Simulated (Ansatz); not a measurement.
Cost and result for the atomization energy of BH7OSSi2, SMILES `[SiH3]O[SiH2]BS` (12 atoms, 11 bonds).

```xyz
12

Si   -0.7329   -1.4315    1.5500
O    -0.2107   -0.4333    0.3624
Si    0.2918    1.1157    0.0918
B     0.7611    1.2913   -1.8436
S     0.5983   -0.0848   -2.9280
H    -1.9993   -0.9201    2.1370
H    -0.9665   -2.7678    0.9496
H     0.2898   -1.5384    2.6236
H     1.4624    1.4085    0.9693
H    -0.7989    2.0570    0.4795
H     1.1609    2.2952   -2.3516
H     0.1441   -0.9918   -2.0398
```

Charge 0, multiplicity 1. The structure was optimised at the PBE0-D4/def2-TZVP level. It is one conformer, not always the lowest. Program: Ansatz. All runs use 4 threads of an Arm Neoverse V1 on a shared host. Times are those of one run each, without the atoms' runs, and a repeat can differ threefold. Electronic energies, without spin–orbit coupling; frozen cores. CCSD(T)/CBS adds CCSD(T) − MP2 in def2-TZVPP to the MP2 limit, and its time is that of the two runs behind it. T1 = 0.014. B3LYP takes the VWN-RPA correlation (the form of Gaussian; ORCA's B3LYP/G). HSE06 is the plane-wave form, built on full-range PBE exchange.

CCSD(T)/CBS is a level of theory with its own doubt, some kJ/mol a heavy atom from the limit and from the frozen cores, so smaller differences don't rank the functionals.

| level | functions | wall time | atomization (kJ/mol) | difference from CCSD(T)/CBS | per bond |
| --- | --- | --- | --- | --- | --- |
| PBE0-D4/def2-TZVPP | 286 | 4.4 s | 3971.5 | -42.1 | -3.8 |
| BHLYP-D4/def2-TZVPP | 286 | 4.7 s | 3942.6 | -71.0 | -6.5 |
| HSE06-D4/def2-TZVPP | 286 | 4.9 s | 3973.3 | -40.3 | -3.7 |
| CAM-B3LYP-D4/def2-TZVPP | 286 | 5.5 s | 4026.3 | 12.7 | 1.2 |
| r2SCAN-D4/def2-TZVPP (with forces) | 286 | 6.5 s | 4025.1 | 11.5 | 1.0 |
| B3LYP-D4/def2-TZVPP (with forces) | 286 | 7 s | 4007.5 | -6.1 | -0.6 |
| CCSD(T)/def2-SVP | 117 | 7.5 s | 3735.1 | -278.5 | -25.3 |
| PBE-QIDH/def2-TZVPP | 286 | 8 s | 3965.8 | -47.8 | -4.3 |
| B2PLYP/def2-TZVPP | 286 | 8 s | 3959.1 | -54.5 | -5.0 |
| ωB97M-V/def2-TZVPP (with forces) | 286 | 17 s | 4025.7 | 12.1 | 1.1 |
| MP2/def2-QZVPP | 534 | 28 s | 4003.8 | -9.8 | -0.9 |
| CCSD(T)/def2-TZVPP | 286 | 3.3 min | 3906.1 | -107.5 | -9.8 |
| CCSD(T)/CBS(def2) | – | 3.8 min | 4013.6 | 0.0 | 0.0 |

In def2-TZVPP, CCSD(T) changes the Hartree–Fock value by +873.3 kJ/mol (the triples alone add +47.8 kJ/mol) and MP2 by +906.6 kJ/mol; breaking electron pairs costs correlation energy, which Hartree–Fock lacks. The D4 term adds +47.5 kJ/mol with B3LYP and +25.2 kJ/mol with PBE0; it sums over pairs of atoms, weighted by their polarisabilities, and B3LYP, whose exchange is more repulsive, gets the larger term. From PBE to PBE0 (25 % exact exchange), in def2-TZVPP and without D4, the atomization energy moves by −29.4 kJ/mol: exact exchange takes away binding that semilocal exchange gives to molecules.
